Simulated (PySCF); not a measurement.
C2H6ClFSi, SMILES CC[SiH](F)Cl.

The structure is a stationary point at PBE0-D3(BJ)/def2-SVP. The structure was generated by enumeration, and PubChem lists no compound with its InChIKey, so it may never have been made. Other conformers were not sampled.

Computed with TDA-M06-2X/def2-SVPD (PySCF).

Vertical excitations. 

### Question
Give excitation energies, oscillator strengths and character. (The exact figures need the calculation; the answer reports its results.)

### Answer

| state | energy (eV) | λ (nm) | f | main pairs |
|---|---|---|---|---|
| S1 | 8.00 | 155 | 0.020 | HOMO→LUMO+1 33 %, HOMO→LUMO+2 33 %, HOMO→LUMO 23 % |
| S2 | 8.07 | 154 | 0.005 | HOMO→LUMO+1 40 %, HOMO→LUMO 39 % |
| S3 | 8.45 | 147 | 0.044 | HOMO→LUMO+2 52 %, HOMO→LUMO 27 %, HOMO→LUMO+1 9 % |
| S4 | 8.73 | 142 | 0.046 | HOMO−1→LUMO+1 54 %, HOMO−1→LUMO 25 % |
| S5 | 9.04 | 137 | 0.026 | HOMO−2→LUMO 23 %, HOMO→LUMO+3 20 %, HOMO−1→LUMO 16 %, HOMO−2→LUMO+1 14 % |
| S6 | 9.19 | 135 | 0.096 | HOMO−2→LUMO+1 28 %, HOMO→LUMO+4 21 %, HOMO−1→LUMO+2 9 %, HOMO−1→LUMO+1 9 % |
| S7 | 9.22 | 134 | 0.030 | HOMO−1→LUMO+2 31 %, HOMO→LUMO+3 21 %, HOMO→LUMO+4 10 %, HOMO−2→LUMO 9 % |
| S8 | 9.33 | 133 | 0.029 | HOMO−2→LUMO+2 43 %, HOMO−2→LUMO 13 %, HOMO−2→LUMO+1 11 % |
| S9 | 9.46 | 131 | 0.024 | HOMO−1→LUMO+2 21 %, HOMO−1→LUMO 21 %, HOMO−3→LUMO 20 %, HOMO→LUMO+3 7 % |
| S10 | 9.58 | 129 | 0.073 | HOMO→LUMO+5 42 %, HOMO→LUMO+3 15 %, HOMO−2→LUMO 12 % |
| T1 | 7.71 | 161 | 0 | HOMO→LUMO+1 59 %, HOMO→LUMO+2 22 % |
| T2 | 7.82 | 159 | 0 | HOMO→LUMO 49 %, HOMO→LUMO+2 17 %, HOMO→LUMO+1 9 %, HOMO→LUMO+6 8 % |
| T3 | 8.25 | 150 | 0 | HOMO→LUMO+2 31 %, HOMO→LUMO 24 %, HOMO−1→LUMO+1 14 %, HOMO−1→LUMO 7 % |
| T4 | 8.32 | 149 | 0 | HOMO−1→LUMO+1 44 %, HOMO→LUMO+2 10 %, HOMO−1→LUMO 9 %, HOMO→LUMO 8 % |
Triplets are in the Tamm–Dancoff approximation.
